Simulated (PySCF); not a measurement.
Geometry:
```json
{"atom": "C1", "x (Å)": "-2.834", "y (Å)": "0.627", "z (Å)": "-0.701"}
{"atom": "C2", "x (Å)": "-1.345", "y (Å)": "0.338", "z (Å)": "-0.837"}
{"atom": "C3", "x (Å)": "-0.721", "y (Å)": "-0.401", "z (Å)": "0.355"}
{"atom": "C4", "x (Å)": "-1.335", "y (Å)": "-1.780", "z (Å)": "0.600"}
{"atom": "Si5", "x (Å)": "1.148", "y (Å)": "-0.555", "z (Å)": "0.158"}
{"atom": "O6", "x (Å)": "1.848", "y (Å)": "-1.504", "z (Å)": "1.345"}
{"atom": "N7", "x (Å)": "1.798", "y (Å)": "1.044", "z (Å)": "0.200"}
{"atom": "C8", "x (Å)": "3.163", "y (Å)": "1.394", "z (Å)": "-0.108"}
{"atom": "H9", "x (Å)": "-3.427", "y (Å)": "-0.298", "z (Å)": "-0.637"}
{"atom": "H10", "x (Å)": "-3.042", "y (Å)": "1.217", "z (Å)": "0.206"}
{"atom": "H11", "x (Å)": "-3.209", "y (Å)": "1.197", "z (Å)": "-1.565"}
{"atom": "H12", "x (Å)": "-0.811", "y (Å)": "1.291", "z (Å)": "-0.999"}
{"atom": "H13", "x (Å)": "-1.168", "y (Å)": "-0.251", "z (Å)": "-1.755"}
{"atom": "H14", "x (Å)": "-0.881", "y (Å)": "0.216", "z (Å)": "1.263"}
{"atom": "H15", "x (Å)": "-1.249", "y (Å)": "-2.416", "z (Å)": "-0.297"}
{"atom": "H16", "x (Å)": "-0.821", "y (Å)": "-2.305", "z (Å)": "1.419"}
{"atom": "H17", "x (Å)": "-2.404", "y (Å)": "-1.721", "z (Å)": "0.860"}
{"atom": "H18", "x (Å)": "1.486", "y (Å)": "-1.309", "z (Å)": "-1.086"}
{"atom": "H19", "x (Å)": "1.913", "y (Å)": "-1.079", "z (Å)": "2.206"}
{"atom": "H20", "x (Å)": "1.152", "y (Å)": "1.825", "z (Å)": "0.189"}
{"atom": "H21", "x (Å)": "3.309", "y (Å)": "1.745", "z (Å)": "-1.147"}
{"atom": "H22", "x (Å)": "3.814", "y (Å)": "0.517", "z (Å)": "0.031"}
{"atom": "H23", "x (Å)": "3.549", "y (Å)": "2.180", "z (Å)": "0.565"}
```

Geometry: PBE0-D3(BJ)/def2-SVP; GIAO absolute shieldings from PySCF 2.14.0 with density-fitted response routines, gas phase, non-relativistic, averaged over equivalent atoms.

At PBE0/pcSseg-1 (218 basis functions, 100 s wall time on 1 thread of an Arm Neoverse N1, shared host):
| atoms | σ (ppm) |
| --- | --- |
| C8 | 154.6 |
| C2 | 158.6 |
| C3 | 161.6 |
| C1 | 170.0 |
| C4 | 171.9 |
| Si5 | 361.5 |
| O6 | 288.9 |
| N7 | 231.5 |
| H18 | 26.85 |
| H21/H22/H23 | 28.62 |
| H12 | 30.20 |
| H15/H16/H17 | 30.25 |
| H13 | 30.32 |
| H9/H10/H11 | 30.32 |
| H19 | 30.94 |
| H20 | 31.15 |
| H14 | 31.25 |

**Question.** Estimate the result of repeating the calculation with mPW1PW91/pcSseg-1.

**Answer.** 
```json
{"atoms": "C8", "σ at mPW1PW91/pcSseg-1": "153.6", "change": "-1.0"}
{"atoms": "C2", "σ at mPW1PW91/pcSseg-1": "157.8", "change": "-0.8"}
{"atoms": "C3", "σ at mPW1PW91/pcSseg-1": "161.0", "change": "-0.6"}
{"atoms": "C1", "σ at mPW1PW91/pcSseg-1": "169.0", "change": "-1.0"}
{"atoms": "C4", "σ at mPW1PW91/pcSseg-1": "170.9", "change": "-1.0"}
{"atoms": "Si5", "σ at mPW1PW91/pcSseg-1": "361.1", "change": "-0.4"}
{"atoms": "O6", "σ at mPW1PW91/pcSseg-1": "288.7", "change": "-0.2"}
{"atoms": "N7", "σ at mPW1PW91/pcSseg-1": "230.8", "change": "-0.7"}
{"atoms": "H18", "σ at mPW1PW91/pcSseg-1": "26.94", "change": "+0.09"}
{"atoms": "H21/H22/H23", "σ at mPW1PW91/pcSseg-1": "28.68", "change": "+0.06"}
{"atoms": "H12", "σ at mPW1PW91/pcSseg-1": "30.26", "change": "+0.06"}
{"atoms": "H15/H16/H17", "σ at mPW1PW91/pcSseg-1": "30.30", "change": "+0.05"}
{"atoms": "H13", "σ at mPW1PW91/pcSseg-1": "30.37", "change": "+0.05"}
{"atoms": "H9/H10/H11", "σ at mPW1PW91/pcSseg-1": "30.37", "change": "+0.05"}
{"atoms": "H19", "σ at mPW1PW91/pcSseg-1": "30.98", "change": "+0.04"}
{"atoms": "H20", "σ at mPW1PW91/pcSseg-1": "31.21", "change": "+0.06"}
{"atoms": "H14", "σ at mPW1PW91/pcSseg-1": "31.30", "change": "+0.05"}
```

The largest change is at C8 (methyl carbon bonded to N). Cost: 218 basis functions, 77 s wall time on 1 thread of an Arm Neoverse N1, shared host. The order of the carbon signals is the same at both levels.
